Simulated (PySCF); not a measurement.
Germanium: a sound run and one with changed settings

Sound run: Ge⁺ [Ar] 3d10 4s2 4p1, Ge²⁺ [Ar] 3d10 4s2. Computed with PySCF 2.14 in cc-pVTZ-DK (6s5p3d1f, 43 functions), with scalar relativity by spin-free X2C-1e. In the sound run the correlated levels freeze [Ar] 3d10. The sound run starts from symmetry-adapted Hartree-Fock orbitals and uses a fine grid where one is needed.

Changed run: no relativity, point nucleus. This setting is unsound on purpose.

```
species   method  sound run (hartree)  changed run (hartree)  converged
    Ge⁺      UHF          -2096.77952            -2061.95249        yes
    Ge⁺   r2SCAN          -2098.40483            -2063.58321        yes
    Ge⁺      LDA          -2095.13266            -2060.32370        yes
    Ge⁺      MP2          -2096.81663            -2061.99009        yes
    Ge⁺  CCSD(T)          -2096.83101            -2062.00522        yes
   Ge²⁺      UHF          -2096.21923            -2061.38963        yes
   Ge²⁺   r2SCAN          -2097.81838            -2062.99329        yes
   Ge²⁺      LDA          -2094.54870            -2059.73610        yes
   Ge²⁺      MP2          -2096.24766            -2061.41866        yes
   Ge²⁺  CCSD(T)          -2096.25859            -2061.43023        yes
```

Ionisation energy of Ge⁺:

```tsv
method	sound run (eV)	changed run (eV)
UHF	15.246	15.316
r2SCAN	15.958	16.053
LDA	15.890	15.989
MP2	15.483	15.549
SCS-MP2	15.470	15.537
CCSD	15.555	15.624
CCSD(T)	15.576	15.646
```

Most of the change in total energy is the relativistic energy itself. On top of that the contraction fixes the core shape for the Hamiltonian it was made with, so the changed run is not a good calculation with the other Hamiltonian either.

For comparison, NIST gives 15.935 eV between the lowest levels.
